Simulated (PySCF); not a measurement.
C₂H₁₀AlBO₆Si, SMILES C[Si](C)(OB(O)O)[O][Al]([OH])[OH], singlet (GFN2-xTB optimised geometry):

```
21

B     -0.354     0.533     0.000
O     -1.092    -0.656     0.009
O     -1.110     1.664     0.000
O      0.961     0.533     0.000
Si     2.043    -0.755    -0.033
C      3.029    -0.532    -1.641
C      3.095    -0.548     1.535
O      1.194    -2.106    -0.015
Al    -0.497    -2.481    -0.066
O     -1.170    -3.113     1.312
O     -1.118    -2.844    -1.560
H     -2.043    -0.529    -0.014
H     -0.615     2.481    -0.008
H      3.822    -1.270    -1.703
H      3.488     0.450    -1.690
H      2.398    -0.653    -2.516
H      2.500    -0.649     2.437
H      3.876    -1.300     1.568
H      3.574     0.426     1.558
H     -1.060    -3.429     2.194
H     -1.202    -3.415    -2.305
```

Level of theory: PBE0/def2-SVP (PySCF 2.14.0).

**Question.** What are the frontier orbital energies and the dipole moment?

**Answer.** HOMO-2 -8.09 eV, HOMO-1 -7.79 eV, HOMO -7.42 eV, LUMO 0.84 eV, LUMO+1 1.87 eV; dipole moment 2.55 D.

Meta-Löwdin charges at PBE0/def2-SVP: B1 0.56, O2 -0.45, O3 -0.50, O4 -0.59, Si5 1.27, C6 -0.57, C7 -0.57, O8 -0.84, Al9 1.14, O10 -0.76, O11 -0.76, H12 0.38, H13 0.35, H14 0.12, H15 0.11, H16 0.12, H17 0.12, H18 0.12, H19 0.11, H20 0.33, H21 0.33.
